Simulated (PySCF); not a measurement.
BF4, SMILES F[B-](F)(F)F, charge -1.

Geometry optimised at B3LYP-D3(BJ)/def2-SVPD.

Level of theory: PySCF with B3LYP/def2-TZVPD.

Symmetry labels are those of the subgroup D2 that the program uses (full group Td).

Computed valence orbital energies around the gap with their symmetry:
```
orbital  symmetry  energy (eV)
-------  --------  -----------
HOMO−7          A        -5.95
HOMO−6          A        -5.95
HOMO−5         B1        -5.40
HOMO−4         B2        -5.40
HOMO−3         B3        -5.40
HOMO−2         B1        -4.51
HOMO−1         B2        -4.51
HOMO           B3        -4.51
LUMO            A         3.97
LUMO+1         B1         5.35
LUMO+2         B2         5.35
LUMO+3         B3         5.35
```
